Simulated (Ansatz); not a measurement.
Species: C2H7GaO2 (charge 0, singlet). SMILES: C[O][GaH][O]C
Coordinates optimised at B3LYP-D3(BJ)/def2-TZVP (Ansatz, an electronic-structure program):
```xyz
12

C      2.2942     0.8229     0.2625
O      1.6646    -0.3295    -0.2781
Ga    -0.0978    -0.5736    -0.2836
O     -0.9941     0.7850     0.4636
C     -2.4014     0.8417     0.5866
H      2.8751     1.3190    -0.5204
H      2.9809     0.5204     1.0585
H      1.5807     1.5420     0.6740
H     -0.7579    -1.8390    -0.8793
H     -2.7828     1.7237     0.0633
H     -2.6771     0.9251     1.6422
H     -2.9075    -0.0402     0.1744
```

Quantity: atomisation energy (electronic, to ground-state atoms), in eV. Valence correlation only, unless marked. Open shells are spin-unrestricted. Spin-orbit coupling is left out. The frozen core is the preceding noble-gas configuration, with the filled d and f shells of earlier blocks. Non-relativistic. The coupled-cluster limit lacks core correlation, which all-electron functionals hold. CBS(X,Y): correlation extrapolated as X^-3; Hartree-Fock from the larger set.

```csv
level,program,atomisation energy (eV)
HF/6-31G*,Ansatz,31.41
HF/aug-cc-pVQZ,Ansatz,31.90
BLYP-D4/def2-TZVPD,Ansatz + dftd4,44.34
revPBE-D3(BJ)/def2-TZVPD,Ansatz + dftd3,43.83
```

Predict the CCSD(T)/CBS(aug-cc-pVTZ,aug-cc-pVQZ) result (Ansatz).

44.64 eV, so revPBE-D3(BJ)/def2-TZVPD differs from it by -0.81 eV.
